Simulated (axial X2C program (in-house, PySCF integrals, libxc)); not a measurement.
## KGe: bond constants with and without spin–orbit coupling

Calculated with an in-house relativistic program for diatomic molecules. Spin-free means the one-electron spin-free X2C Hamiltonian; two-component (2c) means X2C with spin–orbit coupling and atomic mean-field two-electron Coulomb and Gaunt terms, so the difference of the two also holds small scalar two-electron terms. Basis: Ge dyall-cv3z [9s9p7d4f1g], K dyall-cv3z [11s12p6d3f] (cores contracted in-house); Gaussian nuclei, density fitting, unrestricted open shells. Masses: Ge 73.921 u, K 38.964 u.

State, spin-free: M_S = 3/2, Λ = 0 (beyond evenly filled blocks: σα, π+α, π-α); electrons by block: σα: 13, σβ: 12, π+α: 6, π+β: 5, π-α: 6, π-β: 5, δ+α: 1, δ+β: 1, δ-α: 1, δ-β: 1. Fragments: Ge + K.

State, 2c: Ω = 3/2 (⟨Sz⟩ = 1.50, ⟨Lz⟩ = 0.00 at PBE0); electrons by block: 1/2: 18, -1/2: 18, 3/2: 7, -3/2: 6, 5/2: 1, -5/2: 1. Fragments: Ge + K.

```
Hamiltonian    level  Re (Å)  ωe (cm⁻¹)  ωexe (cm⁻¹)  αe (cm⁻¹)  De (eV)  D0 (eV)  μ (D)
  spin-free     PBE0   3.063      158.4        0.578   0.000371     1.51     1.50   9.26
  spin-free       HF   3.170      153.9        0.494   0.000324     1.06     1.05  10.99
  spin-free      MP2   3.077      163.9        0.528   0.000339     1.43     1.42    n/a
  spin-free     CCSD   3.096      162.0        0.521   0.000335     1.41     1.40    n/a
  spin-free  CCSD(T)   3.089      162.7        0.524   0.000336     1.43     1.42    n/a
  spin-free      PBE   3.073      151.8        0.605   0.000392     1.52     1.51   8.42
         2c     PBE0   3.063      158.2        0.578   0.000371      n/a      n/a   9.26
         2c       HF   3.171      153.7        0.493   0.000324      n/a      n/a  10.99
         2c      MP2   3.078      163.8        0.526   0.000339      n/a      n/a    n/a
         2c     CCSD   3.097      161.8         0.52   0.000334      n/a      n/a    n/a
         2c  CCSD(T)   3.090      162.5        0.522   0.000335      n/a      n/a    n/a
         2c      PBE   3.074      151.7        0.605   0.000392      n/a      n/a   8.42
```

Correlated methods: 13 electrons correlated (number of frozen shells: Ge 3 s, 2 p, 1 d; K 2 s, 1 p), 275 virtual spin orbitals or spinors in MP2, 90 natural virtuals in coupled cluster.

Dipoles are positive if K is the positive end.

One determinant describes the state; a PBE0 search over occupations chose it and may have missed a lower one. Dissociation energies refer to the lowest single-determinant-based atoms at the same level and basis. De is not given where an atomic determinant may have missed its ground term or J level, or where the truncated virtual space spoils (T). Density functionals use the spin component along the axis (collinear). CCSD and (T) use frozen natural virtuals with an MP2 correction for the truncation; (T) itself is uncorrected, so its De runs slightly low. PBE0 can misorder states that lie within some tenths of an eV, so this need not be the ground state of the molecule. The nearest other spin-free determinant of the search, M_S = 1/2, Λ = 1, lies 0.85 eV up at the distance of the search. The functionals have no current-density term, which raises determinants with orbital currents, atoms included. With several unpaired electrons one determinant need not be a pure state. This is the top spin component of a Σ state; components of lower Ω are not single determinants and can lie lower. With the outer-core shells frozen, correlated bond lengths of heavy atoms tend to come out a few hundredths of an ångström too long.

Rough cost a point (2c) on 1 thread(s) of a shared host, integrals apart: PBE0 0.6 s, HF 0.5 s, CCSD(T) 6 s, PBE 0.28 s.

The whole task took 2.1 min on 1 thread of Arm Neoverse V2, on a shared host.
